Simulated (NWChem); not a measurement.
System: SiH₃I; SMILES [SiH3]I

NWChem input:

```
start job
memory heap 200 mb stack 900 mb global 1100 mb
geometry units angstroms noautosym nocenter noautoz
  Si     0.000000     0.000000     1.799927
  I      0.000000     0.000000    -0.649111
  H      1.082660     0.906455     2.273763
  H      0.243683    -1.390839     2.273763
  H     -1.326343     0.484384     2.273763
end
basis spherical
  * library def2-svpd
end
ecp
  I library def2-ecp
end
dft
  xc b3lyp
  iterations 150
end
property
  response 1 0.0
end
task dft property
```

NWChem printed, in part:

```
             Northwest Computational Chemistry Package (NWChem) 7.3.0
             --------------------------------------------------------

                             Geometry "geometry" -> ""
                             -------------------------

 Output coordinates in angstroms (scale by  1.889725989 to convert to a.u.)

  No.       Tag          Charge          X              Y              Z
 ---- ---------------- ---------- -------------- -------------- --------------
    1 Si                  14.0000     0.00000000     0.00000000     1.79992700
    2 I                   53.0000     0.00000000     0.00000000    -0.64911100
    3 H                    1.0000     1.08266000     0.90645500     2.27376300
    4 H                    1.0000     0.24368300    -1.39083900     2.27376300
    5 H                    1.0000    -1.32634300     0.48438400     2.27376300

 Effective nuclear repulsion energy (a.u.)     201.8197942843

                                 NWChem DFT Module
                                 -----------------

 Summary of "ao basis" -> "ao basis" (spherical)
 ------------------------------------------------------------------------------
       Tag                 Description            Shells   Functions and Types
 ---------------- ------------------------------  ------  ---------------------
 Si                        def2-svpd                10       24   5s3p2d
 I                         def2-svpd                13       35   5s5p3d
 H                         def2-svpd                 4        8   2s2p

            General Information
            -------------------
          SCF calculation type: DFT
          Wavefunction type:  closed shell.
          No. of atoms     :     5
          No. of electrons :    42
           Alpha electrons :    21
            Beta electrons :    21
          Charge           :     0
          Spin multiplicity:     1
          Use of symmetry is: off; symmetry adaption is: off
          Maximum number of iterations: 150
          AO basis - number of functions:    83
                     number of shells:    35
          Convergence on energy requested:  1.00D-06
          Convergence on density requested:  1.00D-05
          Convergence on gradient requested:  5.00D-04

              XC Information
              --------------
                         B3LYP Method XC Potential
                     Hartree-Fock (Exact) Exchange  0.200
                        Slater Exchange Functional  0.800 local
                    Becke 1988 Exchange Functional  0.720 non-local
              Lee-Yang-Parr Correlation Functional  0.810
                  VWN I RPA Correlation Functional  0.190 local

             Grid Information
             ----------------
          Grid used for XC integration:  medium
          Radial quadrature: Mura-Knowles
          Angular quadrature: Lebedev.
          Tag              B.-S. Rad. Rad. Pts. Rad. Cut. Ang. Pts.
          ---              ---------- --------- --------- ---------
          Si                  1.10       88          12.0       590
          I                   1.40      123          12.0       590
          H                   0.35       45          12.0       434
          Grid pruning is: on
          Number of quadrature shells:   346
          Spatial weights used:  Erf1

      Superposition of Atomic Density Guess
      -------------------------------------

 Sum of atomic energies:        -637.36336285

      Non-variational initial energy
      ------------------------------

 Total energy =    -587.264151
 1-e energy   =   -1125.469197
 2-e energy   =     434.780603
 HOMO         =      -0.339798
 LUMO         =       0.012695

   convergence    iter        energy       DeltaE   RMS-Dens  Diis-err
 ---------------- ----- ----------------- --------- --------- ---------
 d= 0,ls=0.0,diis     1   -589.0189858829 -6.92D+02  1.16D-02  1.90D-01
 d= 0,ls=0.0,diis     2   -589.0218014364 -2.82D-03  6.70D-03  1.36D-01
 d= 0,ls=0.0,diis     3   -589.0468484892 -2.50D-02  1.50D-03  1.27D-02
 d= 0,ls=0.0,diis     4   -589.0492767941 -2.43D-03  2.73D-04  2.02D-04
 d= 0,ls=0.0,diis     5   -589.0493018322 -2.50D-05  4.77D-05  6.73D-06
 d= 0,ls=0.0,diis     6   -589.0493027277 -8.96D-07  1.15D-05  5.60D-07
 d= 0,ls=0.0,diis     7   -589.0493028314 -1.04D-07  1.19D-06  2.26D-09

         Total DFT energy =     -589.049302831442
      One electron energy =    -1126.674978348392
           Coulomb energy =      478.557882414490
    Exchange-Corr. energy =      -44.356650756800
 Nuclear repulsion energy =      103.424443859259

 Numeric. integr. density =       41.999985492081

                       DFT Final Molecular Orbital Analysis
                       ------------------------------------

 Vector   19  Occ=2.000000D+00  E=-3.493786D-01
              MO Center= -4.1D-07, -2.9D-07,  1.3D-01, r^2= 3.4D+00
   Bfn.  Coefficient  Atom+Function         Bfn.  Coefficient  Atom+Function
  ----- ------------  ---------------      ----- ------------  ---------------
    38      0.512263  2 I  pz                41      0.327384  2 I  pz
    11     -0.262814  1 Si pz                14     -0.239069  1 Si pz
    35     -0.205024  2 I  pz                32     -0.167427  2 I  pz
    27     -0.152928  2 I  s                  8      0.141376  1 Si pz
    28     -0.114275  2 I  s                  4     -0.105585  1 Si s

 Vector   20  Occ=2.000000D+00  E=-2.742150D-01
              MO Center= -5.8D-03,  3.1D-02, -4.1D-01, r^2= 2.6D+00
   Bfn.  Coefficient  Atom+Function         Bfn.  Coefficient  Atom+Function
  ----- ------------  ---------------      ----- ------------  ---------------
    36      0.591278  2 I  px                39      0.494735  2 I  px
    33     -0.237597  2 I  px                30     -0.192572  2 I  px
    76      0.105287  5 H  s                 60     -0.104657  3 H  s
    37      0.100428  2 I  py                77      0.099638  5 H  s
    61     -0.099042  3 H  s                 40      0.084030  2 I  py

 Vector   21  Occ=2.000000D+00  E=-2.742150D-01
              MO Center=  5.8D-03, -3.1D-02, -4.1D-01, r^2= 2.6D+00
   Bfn.  Coefficient  Atom+Function         Bfn.  Coefficient  Atom+Function
  ----- ------------  ---------------      ----- ------------  ---------------
    37      0.591278  2 I  py                40      0.494735  2 I  py
    34     -0.237597  2 I  py                31     -0.192572  2 I  py
    68      0.121211  4 H  s                 69      0.114708  4 H  s
    36     -0.100428  2 I  px                39     -0.084030  2 I  px
    60     -0.061152  3 H  s                 76     -0.060059  5 H  s

 Vector   22  Occ=0.000000D+00  E=-4.372340D-02
              MO Center= -4.6D-08,  5.6D-07,  8.1D-01, r^2= 7.1D+00
   Bfn.  Coefficient  Atom+Function         Bfn.  Coefficient  Atom+Function
  ----- ------------  ---------------      ----- ------------  ---------------
     4      1.435997  1 Si s                  5     -0.957673  1 Si s
    29      0.434309  2 I  s                 41     -0.378249  2 I  pz
     3      0.365615  1 Si s                 38     -0.319047  2 I  pz
    11     -0.292424  1 Si pz                28     -0.293204  2 I  s
    27     -0.288516  2 I  s                 14     -0.278350  1 Si pz

 Vector   23  Occ=0.000000D+00  E= 4.450124D-04
              MO Center=  5.6D-06,  9.7D-07,  1.3D+00, r^2= 8.2D+00
   Bfn.  Coefficient  Atom+Function         Bfn.  Coefficient  Atom+Function
  ----- ------------  ---------------      ----- ------------  ---------------
     4      2.895767  1 Si s                  5     -1.985355  1 Si s
    29     -0.744040  2 I  s                 61     -0.387804  3 H  s
    69     -0.387802  4 H  s                 77     -0.387800  5 H  s
    28      0.322498  2 I  s                 41     -0.243566  2 I  pz
     3      0.216261  1 Si s                 22      0.195879  1 Si d  0

 Vector   24  Occ=0.000000D+00  E= 1.953684D-02
              MO Center=  1.7D-01,  1.6D-01,  1.4D+00, r^2= 5.4D+00
   Bfn.  Coefficient  Atom+Function         Bfn.  Coefficient  Atom+Function
  ----- ------------  ---------------      ----- ------------  ---------------
    24      0.499075  1 Si d  2              13     -0.187687  1 Si py
    10     -0.180638  1 Si py                56     -0.167667  2 I  d -1
    68     -0.160525  4 H  s                 76      0.155473  5 H  s
    19      0.152510  1 Si d  2              12      0.148499  1 Si px
     9      0.142923  1 Si px                58     -0.132661  2 I  d  1

     Multipole analysis of the density
     ---------------------------------

     L   x y z        total         alpha         beta         nuclear
     -   - - -        -----         -----         ----         -------
     0   0 0 0      0.000000    -21.000000    -21.000000     42.000000

     1   1 0 0     -0.000001     -0.000000     -0.000000      0.000000
     1   0 1 0     -0.000000     -0.000000     -0.000000      0.000000
     1   0 0 1      0.469618    -14.686932    -14.686932     29.843483

[...]

 DFT Linear Response polarizability / au
 Frequency  =       0.0000000 / au
              X              Y              Z
 -----------------------------------------------
 X      56.8149992     -0.0000035      0.0000199
 Y      -0.0000035     56.8149791      0.0000032
 Z       0.0000199      0.0000032     81.5497995
 -----------------------------------------------
 Eigenvalues =      56.8149998     56.8149785     81.5497995
 Isotropic   =      65.0599259
 Anisotropic =      24.7348103
 -----------------------------------------------

 Magnetic Dipole Response Matrix (nonzero elements):

 Exiting AOResponse driver routine
```

Level: B3LYP/def2-SVPD with def2 effective core potentials on I. Coordinates come from a PBE0/def2-SVP optimisation. B3LYP is NWChem's, with the RPA form of VWN correlation. def2 effective core potentials on I; no spin-orbit coupling.
